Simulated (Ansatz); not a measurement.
Ansatz (a quantum-chemistry and plane-wave program) input (CCSD(T)/cc-pwCVTZ):
A basis named .json is the Basis Set Exchange file of that set.

Ansatz 0.2 input:
```yaml
crystal:
  periodic: [false, false, false]
  atoms:
    - {symbol: Si, position_ang: [-0.62512827, 0.07670704, -0.02454429]}
    - {symbol: N, position_ang: [1.10149453, -0.04493257, -0.01031472]}
    - {symbol: H, position_ang: [-1.14140882, -1.14447336, -0.70602627]}
    - {symbol: H, position_ang: [-1.07076400, 0.10440109, 1.39773793]}
    - {symbol: H, position_ang: [1.65074514, 0.56448139, 0.57651553]}
    - {symbol: H, position_ang: [1.60276174, -0.28377968, -0.85240415]}
basis:
  gaussian:
    orbitals: cc-pwCVTZ.json
magnetization: {spin_polarized: true, initial_magnetization: 1}
correlation: {method: ccsd_t, electrons: outside_noble_gas}
```

End of the output:

```
second order -9.00654822 eV of doubles, -0.00000000 eV of singles
coupled cluster: 3.96 GiB planned
cycle   1  -9.40972596 eV  change   -4.0e-1 eV  update   6.7e-2
cycle   2  -9.69046023 eV  change   -2.8e-1 eV  update   2.3e-2
cycle   3  -9.73544522 eV  change   -4.5e-2 eV  update   1.2e-2
cycle   4  -9.73046606 eV  change    5.0e-3 eV  update   5.0e-3
cycle   5  -9.73156805 eV  change   -1.1e-3 eV  update   2.6e-3
cycle   6  -9.73150419 eV  change    6.4e-5 eV  update   9.7e-4
cycle   7  -9.73166717 eV  change   -1.6e-4 eV  update   3.1e-4
cycle   8  -9.73176389 eV  change   -9.7e-5 eV  update   1.1e-4
cycle   9  -9.73175024 eV  change    1.4e-5 eV  update   3.9e-5
cycle  10  -9.73174788 eV  change    2.4e-6 eV  update   1.8e-5
cycle  11  -9.73175292 eV  change   -5.0e-6 eV  update   7.4e-6
perturbative correction -0.34880016 eV, -0.0128181695 hartree
Total energy: -9417.93371267 eV, -346.1026802358 hartree
```

It need not be the lowest isomer of its formula.
